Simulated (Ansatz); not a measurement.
A nudged elastic band was laid between two geometries of C$_{2}$H$_{6}$O$_{2}$Si (11 atoms, charge 0, multiplicity 1).

Computed with RHF/def2-SVP in Ansatz.

| Property | Result |
| --- | --- |
| movable images | 5 |
| climbing image | yes |
| spring | 5.0 eV/Å² |
| optimiser | quadratic models (default) |
| start path | straight line |
| force threshold | 0.03 eV/Å |
| iteration limit | 60 |
| end points | relaxed |

Image 0:

```xyz
11
Properties=species:S:1:pos:R:3
O -0.646 1.672 1.931
C -0.093 0.825 1.064
C -0.718 0.080 0.154
Si 0.194 -1.067 -0.992
O 1.826 -0.798 -0.886
H -1.587 1.685 1.839
H 0.983 0.803 1.179
H -1.804 0.148 0.095
H -0.277 -0.855 -2.384
H -0.020 -2.486 -0.643
H 2.209 -0.063 -1.336
```

Image 6:

```xyz
11
Properties=species:S:1:pos:R:3
O -0.765 1.652 1.986
C -0.162 0.903 1.063
C -0.746 0.085 0.189
Si 0.222 -0.898 -1.045
O 1.814 -0.496 -0.813
H -1.703 1.537 1.955
H 0.912 1.033 1.095
H -1.832 -0.001 0.208
H -0.196 -0.594 -2.437
H 0.029 -2.360 -0.865
H 2.492 -0.917 -1.316
```

Problem. Which bonds break or form, and what moves?

Solution. No bond is made or broken. The dihedral C3–Si4–O5–H11 goes from -79 to 177°.

Problem. What energy profile does the band end with?

Solution. The forces met the threshold. The highest image is number 2 of 0 to 6, 0.0 kcal/mol above the first end and 0.4 kcal/mol above the last; the last end lies 0.4 kcal/mol below the first. The top lies less than 8 meV above the higher end, about what the thresholds resolve: that end is a shoulder or a very shallow well. The order of the stationary point at the top wasn't checked.

| image | path coordinate (Å) | energy (kcal/mol) | dihedral C3–Si4–O5–H11 (°) |
| --- | --- | --- | --- |
| 0 | 0.00 | 0.0 | -79 |
| 1 | 0.23 | 0.0 | -92 |
| 2 | 0.46 | 0.0 | -108 |
| 3 | 0.67 | -0.1 | -128 |
| 4 | 0.89 | -0.2 | -146 |
| 5 | 1.10 | -0.4 | -164 |
| 6 | 1.31 | -0.4 | 177 |

Problem. What is the geometry of the highest image?

Solution. 
```xyz
11
Properties=species:S:1:pos:R:3:forces:R:3
O -0.693 1.682 1.940 0.00 0.00 0.00
C -0.122 0.870 1.051 0.01 0.00 0.00
C -0.735 0.065 0.186 -0.01 0.00 0.01
Si 0.205 -1.020 -0.991 -0.01 0.00 0.00
O 1.831 -0.775 -0.776 0.02 0.01 0.00
H -1.636 1.622 1.896 0.00 0.00 0.00
H 0.958 0.932 1.106 0.00 0.00 0.00
H -1.824 0.043 0.187 0.00 0.00 0.00
H -0.156 -0.714 -2.399 0.00 -0.01 0.00
H -0.092 -2.449 -0.749 0.00 0.00 -0.01
H 2.331 -0.315 -1.430 -0.01 -0.01 0.00
```

Run time: 2.8 min on 1 thread of Arm Neoverse V2 (shared host), peak memory 0.2 GiB.
